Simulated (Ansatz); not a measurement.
Molecule: C6H13S, net charge 0, doublet state. It need not be the lowest isomer of its formula. 
Geometry from a B3LYP-D3(BJ)/def2-TZVP (Ansatz, a program for electronic structure) optimisation:
```
C
H 1 1.0950
H 1 1.1021 2 105.26
C 1 1.4877 2 109.91 3 118.37
H 4 1.0842 1 118.31 2 162.55
C 4 1.4684 5 117.86 1 174.10
H 6 1.0914 4 112.44 5 40.06
H 6 1.0915 7 108.38 4 -124.92
C 1 1.5344 2 109.69 3 -115.54
H 9 1.0936 1 109.21 2 -65.66
H 9 1.0940 10 106.04 1 117.12
C 9 1.5251 10 109.89 11 118.65
H 12 1.0913 9 111.41 10 -58.23
H 12 1.0927 13 107.79 9 122.13
H 12 1.0928 13 107.73 14 115.79
S 6 1.8660 7 102.34 8 -112.93
C 16 1.8116 6 100.42 7 171.65
H 17 1.0885 16 111.66 6 64.97
H 17 1.0892 18 108.72 10 -152.60
H 17 1.0905 18 109.87 19 -118.94
```
Charge 0, spin multiplicity 2.

Wanted: atomisation energy (electronic, to ground-state atoms), in kcal/mol. Cores are frozen in the correlated levels unless marked. UHF or UKS for open shells. Spin-orbit coupling is left out. Non-relativistic. The coupled-cluster limit lacks core correlation, which all-electron functionals hold. CBS(X,Y): correlation extrapolated as X^-3; Hartree-Fock from the larger set. [CCSD(T)-MP2]/basis is that difference in the basis named.

```
level                           program  atomisation energy (kcal/mol)
-----------------------  --------------  -----------------------------
HF/6-31G*                        Ansatz                         1384.2
PBE0/STO-3G                      Ansatz                         2231.2
CAM-B3LYP-D4/def2-TZVPD  Ansatz + dftd4                         1848.0
CAM-B3LYP/def2-TZVPD             Ansatz                         1839.0
```

Problem. Estimate the value at RI-MP2/CBS(cc-pV(T+d)Z,cc-pV(Q+d)Z)+[CCSD(T)-MP2]/cc-pV(T+d)Z as computed with Ansatz.

Solution. 1840.5 kcal/mol
